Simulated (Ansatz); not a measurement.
Reactions of C$_{2}$H$_{3}$FO$_{2}$ (`O=CC(O)F`).

Computed with Ansatz on PBE0-D4/def2-TZVP structures; ΔE is electronic, products minus reactants. CBS: MP2 limit from def2 TZ/QZ plus the TZ coupled-cluster correction, frozen cores. This one scheme is used for every species. DFT in def2-TZVPP. Elements past krypton have def2 core potentials. For Se, Te outer-core shells are correlated without core-valence functions, which leaves a few kJ/mol of doubt a bond. Scalar relativity is left out up to krypton. Each species was taken in one conformer, which may not be the lowest.

| reaction | PBE-D4 (kcal/mol) | ωB97X-V (kcal/mol) | CCSD(T)/CBS(def2) (kcal/mol) |
| --- | --- | --- | --- |
| `O=CC(O)F` + `N=CCl` → `N=C(Cl)C=O` + `OCF` | -2.6 | -1.3 | -2.3 |
| `O=CC(O)F` + H₂Se → `OC(F)[SeH]` + `C=O` | 8.7 | 10.3 | 9.3 |
| `O=CC(O)F` + `BF` → `O=CC(F)BF` + H₂O | -9.9 | -8.2 | -10.2 |
| `O=CC(O)F` + H₂Te → `OC(F)[TeH]` + `C=O` | 8.5 | 11.2 | 8.9 |
| `O=CC(O)F` + H₂S → `O=CC(O)S` + H–F | -5.0 | -1.1 | -5.1 |
| `O=CC(O)F` + `CNC=N` → `CN(C=N)C=O` + `OCF` | -14.4 | -13.1 | -13.2 |

Largest T1 diagnostic: 0.015, for `C=O`.
